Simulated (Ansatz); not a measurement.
The cluster Cu₃H₃, 6 atoms. Hardware: 4 threads of Intel Xeon 6975P-C on a shared host.

The 6-31G sets use Cartesian d functions. Correlated methods freeze 27 core orbitals.

Problem. How many basis functions does each of these Ansatz runs have, and roughly what does it cost? HSE06-D4/def2-TZVP, charge 0 singlet, energy, from earlier orbitals; PBE-D4/def2-SVP, charge 0 triplet, relaxation, 12 steps; PBE-D4/def2-SVP, charge 0 singlet, relaxation, 4 steps; PBE-D4/def2-TZVP, charge 0 quintet, energy, from earlier orbitals; r2SCANh-D4/def2-TZVP, charge 0 singlet, energy, from earlier orbitals; HSE06-D4/def2-TZVP, charge 0 quintet, energy, from earlier orbitals; PBE with 35 % exact exchange/def2-TZVP, charge 0 quintet, energy, from earlier orbitals; PBE0-D4/def2-SVP, charge -1 doublet at the geometry of the charge 0 singlet, energy with a search over starts; PBE with 35 % exact exchange/def2-TZVP, charge 0 triplet, energy, from earlier orbitals; HF/6-31G, charge 0 singlet, energy; PBE with 15 % exact exchange/def2-TZVP, charge 0 triplet, energy, from earlier orbitals; PBE-QIDH/def2-TZVP, charge 0 triplet, energy, from earlier orbitals.

Solution. Other jobs shared the machine, so times can vary by a factor of up to 3. A dash marks memory too small to be measured apart from the calling script's.

```tsv
run	functions	fitting or Cholesky vectors	wall time	peak host memory (GiB)
HF/6-31G, charge 0 singlet, energy	93	945	0.5 s	–
PBE-D4/def2-TZVP, charge 0 quintet, energy, from earlier orbitals	153	1491	1.6 s	–
HSE06-D4/def2-TZVP, charge 0 singlet, energy, from earlier orbitals	153	1563	1.6 s	–
r2SCANh-D4/def2-TZVP, charge 0 singlet, energy, from earlier orbitals	153	1563	2.4 s	–
PBE with 15 % exact exchange/def2-TZVP, charge 0 triplet, energy, from earlier orbitals	153	1563	3 s	0.66
HSE06-D4/def2-TZVP, charge 0 quintet, energy, from earlier orbitals	153	1563	3.5 s	0.69
PBE-D4/def2-SVP, charge 0 singlet, relaxation, 4 steps	108	1326	3.8 s	–
PBE with 35 % exact exchange/def2-TZVP, charge 0 triplet, energy, from earlier orbitals	153	1563	4.7 s	0.67
PBE with 35 % exact exchange/def2-TZVP, charge 0 quintet, energy, from earlier orbitals	153	1563	5.5 s	0.67
PBE-QIDH/def2-TZVP, charge 0 triplet, energy, from earlier orbitals	153	1563	8 s	0.75
PBE-D4/def2-SVP, charge 0 triplet, relaxation, 12 steps	108	1326	29 s	–
PBE0-D4/def2-SVP, charge -1 doublet at the geometry of the charge 0 singlet, energy with a search over starts	108	1248	40 s	0.57
```
